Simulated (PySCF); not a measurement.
wavenumber (cm⁻¹), absorption (km/mol per cm⁻¹) and a bar:
```
        0      0.006 
       21      0.007 
       42      0.010 
       62      0.014 
       83      0.024 
      104      0.056 
      125      0.180 #
      145      0.126 #
      166      0.074 
      187      0.030 
      208      0.018 
      229      0.014 
      249      0.013 
      270      0.014 
      291      0.016 
      312      0.019 
      332      0.024 
      353      0.033 
      374      0.053 
      395      0.102 #
      416      0.274 #
      436      0.875 #####
      457      0.397 ##
      478      0.132 #
      499      0.065 
      519      0.040 
      540      0.029 
      561      0.023 
      582      0.020 
      602      0.018 
      623      0.018 
      644      0.018 
      665      0.018 
      686      0.020 
      706      0.021 
      727      0.024 
      748      0.027 
      769      0.031 
      789      0.037 
      810      0.045 
      831      0.055 
      852      0.071 
      873      0.095 
      893      0.134 #
      914      0.203 #
      935      0.346 ##
      956      0.711 ####
      976      2.032 ###########
      997      5.766 ##############################
     1018      2.219 ############
     1039      1.103 ######
     1060      1.380 #######
     1080      0.549 ###
     1101      0.249 #
     1122      0.147 #
     1143      0.099 
     1163      0.072 
     1184      0.055 
     1205      0.044 
     1226      0.036
```

This is the computed harmonic infrared spectrum of doublet RuO2Cl, Lorentzian lines of 31 cm⁻¹ full width. Level of theory: PySCF, UPBE0, basis Ru def2-TZVP with ECP28, O def2-TZVP, Cl def2-TZVP (scalar-relativistic core potentials, no spin–orbit coupling, density fitting).

Problem. Which bands make it up, and how are they assigned?

Solution. In C2v symmetry, counting bands above 1 % of the strongest: 130 cm⁻¹ (b1, bend, 9.2 km/mol); 439 cm⁻¹ (a1, stretch, 44 km/mol); 998 cm⁻¹ (b2, stretch, 278 km/mol); 1059 cm⁻¹ (a1, stretch, 51 km/mol).

Other isomers or separated fragments may lie lower. Open d and f shells are described by one determinant, and the ground state may have another occupation or spin.
